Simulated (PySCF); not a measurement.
Stepwise substitution at one centre (B Br-H). Isolated molecules, 0 K electronic values unless said otherwise. Strings in code marks are SMILES.

Method: B3LYP-D3(BJ)/def2-TZVP // PBE0-D4/def2-TZVP in PySCF 2.14.0. All candidates: neutral, multiplicity 1. B3LYP has the VWN-RPA correlation part, as in Gaussian. 

The dipole moment is 0.00 D. The HOMO–LUMO gap comes out as 7.51 eV and the HOMO is -9.73 eV.

Problem. Name which member has these values.
A. `BrB(Br)Br`
B. `BrBBr`
C. `B`
D. `BBr`

Solution. C, `B`. The others give `BrBBr`: 0.35 D, 6.06 eV, -8.26 eV; `BrB(Br)Br`: 0.00 D, 5.79 eV, -8.02 eV; `BBr`: 0.52 D, 5.77 eV, -7.98 eV
